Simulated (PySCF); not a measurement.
Species: C₄H₉FO₂S.
Atom-mapped SMILES: `[CH3:1][CH2:2][S:3](=[O:4])(=[O:5])[C@@H:6]([CH3:7])[F:8]` (hydrogens: H9, H10, H11 on C1; H12, H13 on C2; H14 on C6; H15, H16, H17 on C7)

Structure optimised with GFN2-xTB, isolated species.

Problem. What internal coordinates does the optimisation give?

Solution. 
```csv
bond,length (Å),order
C1–C2,1.512,single
C2–S3,1.823,single
S3=O4,1.434,double
S3=O5,1.438,double
S3–C6,1.864,single
C6–C7,1.504,single
C6–F8,1.371,single
"C1–H9, C1–H10, C1–H11",1.088,single
C2–H12,1.086,single
C2–H13,1.086,single
C6–H14,1.092,single
"C7–H15, C7–H16, C7–H17",1.087,single
```

Bonds in one row agree within 0.01 Å and their mean is given. Orders are formal, as drawn. A selection of angles:
```csv
angle,degrees
C1–C2–S3,107.1
C2–S3–O4,109.3
C2–S3–O5,109.4
C2–S3–C6,105.0
O4–S3–O5,117.5
O4–S3–C6,108.5
O5–S3–C6,106.4
S3–C6–C7,109.3
S3–C6–F8,105.8
C7–C6–F8,112.0
```

Dihedral angles: C1–C2–S3–O4 64° (synclinal); C2–S3–C6–C7 -158° (antiperiplanar).

Of the pairs four or more bonds apart, O4···H15 is among the closest relative to their van der Waals radii: 2.55 Å, 94 % of the sum of Bondi's values. The C–S distances run from 1.823 Å (C2–S3, drawn single) to 1.864 Å (S3–C6, drawn single), a spread of 0.041 Å. S3 (sulfonyl sulfur) is distorted tetrahedral (angles from 105.0° to 117.5°).

Point group: C1 (no symmetry element, even within 0.4 Å). Whether it is a minimum is left open (no frequencies). One conformer, not necessarily the lowest.

The numbers are calculated, not measured.
